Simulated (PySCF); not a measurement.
C3H12OSi2, SMILES C[SiH2][C@H]([SiH3])CO.

Coordinates come from a ωB97X-D3(BJ)/def2-SVP optimisation. The structure was generated by enumeration; whether it is a known compound was not checked. The values are those of a single conformer.

Calculation: TDA-LC-ωPBE/def2-SVPD run with PySCF.

Vertical excitations. 

Q: Estimate the UV-visible absorptions. (An estimate is asked for; the answer gives what the named calculation found.)

A: 
| state | energy (eV) | λ (nm) | f | main pairs |
|---|---|---|---|---|
| S1 | 7.68 | 161 | 0.019 | HOMO→LUMO+1 64 % |
| S2 | 8.54 | 145 | 0.015 | HOMO−1→LUMO 37 %, HOMO−1→LUMO+2 24 %, HOMO−1→LUMO+3 21 % |
| S3 | 8.70 | 142 | 0.019 | HOMO→LUMO 34 %, HOMO→LUMO+2 20 %, HOMO→LUMO+3 12 %, HOMO−2→LUMO 7 % |
| S4 | 8.74 | 142 | 0.122 | HOMO−1→LUMO 25 %, HOMO−1→LUMO+2 22 %, HOMO−1→LUMO+1 18 %, HOMO−1→LUMO+7 7 % |
| S5 | 8.88 | 140 | 0.075 | HOMO−2→LUMO+1 18 %, HOMO−2→LUMO+2 17 %, HOMO−1→LUMO+4 9 %, HOMO−1→LUMO+1 6 % |
| S6 | 8.91 | 139 | 0.027 | HOMO−2→LUMO 28 %, HOMO−1→LUMO+4 13 %, HOMO−2→LUMO+3 12 %, HOMO→LUMO+2 6 % |
| T1 | 7.25 | 171 | 0 | HOMO→LUMO+1 60 % |
| T2 | 8.04 | 154 | 0 | HOMO−1→LUMO+2 39 %, HOMO−1→LUMO+3 23 %, HOMO−1→LUMO 8 %, HOMO−1→LUMO+1 7 % |
Triplets are in the Tamm–Dancoff approximation.
